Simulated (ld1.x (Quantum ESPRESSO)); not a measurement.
# What one change does to a pseudopotential (Yb, PAW)

ytterbium, PAW, made with ld1.x (Quantum ESPRESSO) 7.5 (PBE, scalar-relativistic). Core [Kr] 4d10 4f14, reference 5s2 5p6 5d0 6s2 6p0. Waves: 5s (bound): rcut 1.65, rcutus 2.20 bohr; 6s (bound): rcut 1.65, rcutus 2.20 bohr; 5p (bound): rcut 1.95, rcutus 2.05 bohr; 6p (bound, empty): rcut 1.95, rcutus 2.05 bohr; 5d (bound, empty): rcut 2.60, rcutus 2.85 bohr; 5d channel at 0.8 Ry: rcut 2.60, rcutus 2.85 bohr. Local part: all-electron potential smoothed inside 2.80 bohr (lloc = -1). Core correction: Bessel-smoothed model core inside 1.30 bohr. Augmentation charge: GAUSS, radius 1.65 bohr.

All-electron outer shells of the reference configuration (PBE, scalar-relativistic, ld1.x):

| shell | level (eV) | outermost node (bohr) | outermost maximum (bohr) |
| --- | --- | --- | --- |
| 4d | -177.93 | 0.24 | 0.49 |
| 5s | -54.92 | 0.58 | 1.07 |
| 5p | -27.42 | 0.62 | 1.24 |
| 6s | -3.92 | 1.47 | 3.28 |
| 4f | -3.01 | – | 0.49 |
| 6p | -1.11 | 1.81 | 4.66 |
| 5d | -0.67 | 0.70 | 2.12 |

Change: reference 5s2 5p6 5d0.5 6s1.5 6p0.

Cutoffs: the cutoffs (Ry, on a coarse ladder) from which the occupation-weighted sum of valence levels, in a spherical-Bessel basis at the reference potential, stays within 10 and 1 mRy of its value at 400 Ry; they do not see the model core or the augmentation charge, which bear on the density cutoff. Errors are all-electron minus pseudo energies relative to the spin-unpolarised reference configuration.

Q: What does the change do?

A: The potential gets softer (21 Ry and 35 Ry → 18 Ry and 35 Ry); the number of tests with a reliable result goes from 7 to 2 (the test run of the changed file stopped, so its transferability is not established); neither file shows a bound ghost.

```csv
quantity,base,changed
"cutoff, loose",21 Ry,18 Ry
"cutoff, tight",35 Ry,35 Ry
bound ghosts,none,none
tests with a reliable result,7 of 7,2 of 7 (the test run stopped)
s: phases at 3.10 bohr within 0.05 rad from the reference energy up to (Ry; the scan ends near 5),3.2,3.3
p: phases at 3.10 bohr within 0.05 rad from the reference energy up to (Ry; the scan ends near 5),to the end of the scan,to the end of the scan
d: phases at 3.10 bohr within 0.05 rad from the reference energy up to (Ry; the scan ends near 5),to the end of the scan,to the end of the scan
lowest overlap eigenvalue by channel,"s 0.11, p 0.18, d 0.99","s 0.11, p 0.18, d 0.67"
```
